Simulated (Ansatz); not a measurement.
Species: C3H3F3, charge 0, multiplicity 1. 
Coordinates optimised at B3LYP-D3(BJ)/def2-TZVP (Ansatz, a program for electronic structure):
SMILES: FC(C=C)(F)F
```xyz
9

C      2.0913    -0.0935    -0.2724
C      0.9113    -0.6893    -0.2866
C     -0.3683     0.0074     0.0456
F     -0.2004     1.3036     0.3612
F     -0.9862    -0.5842     1.0928
F     -1.2336    -0.0445    -0.9922
H      2.9913    -0.6393    -0.5204
H      2.1956     0.9516    -0.0142
H      0.7883    -1.7342    -0.5425
```

Property: vertical triplet-singlet gap (E(triplet) - E(singlet); each state is the SCF solution reached for its spin), in kJ/mol. Cores are frozen in the correlated levels unless marked. UHF or UKS for open shells. No spin-orbit coupling. No relativistic terms. Basis-set limits of correlation are two-point, X^-3; Hartree-Fock from the larger set. [CCSD(T)-MP2]/basis is that difference in the basis named.

```tsv
level	program	vertical triplet-singlet gap (kJ/mol)
HF/aug-cc-pVDZ	Ansatz	337.9
HF/aug-cc-pVQZ	Ansatz	334.5
SVWN5/def2-TZVPD	Ansatz	464.3
B3LYP/def2-TZVPD	Ansatz	432.7
PBE0/def2-TZVPD	Ansatz	417.5
CAM-B3LYP/def2-TZVPD	Ansatz	428.0
wB97M-V/def2-TZVPD	Ansatz	446.3
MP2/aug-cc-pVDZ	Ansatz	458.8
MP2/aug-cc-pVTZ	Ansatz	459.3
RI-MP2/aug-cc-pVTZ	Ansatz	459.2
SCS-MP2/aug-cc-pVDZ	Ansatz	461.6
CCSD/aug-cc-pVTZ	Ansatz	434.9
CCSD(T)/aug-cc-pVTZ	Ansatz	448.6
RI-MP2/CBS(aug-cc-pVTZ,aug-cc-pVQZ)+[CCSD(T)-MP2]/aug-cc-pVDZ	Ansatz	453.0
RI-MP2/CBS(aug-cc-pVTZ,aug-cc-pVQZ)+[CCSD(T)-MP2]/aug-cc-pVTZ	Ansatz	451.7
```
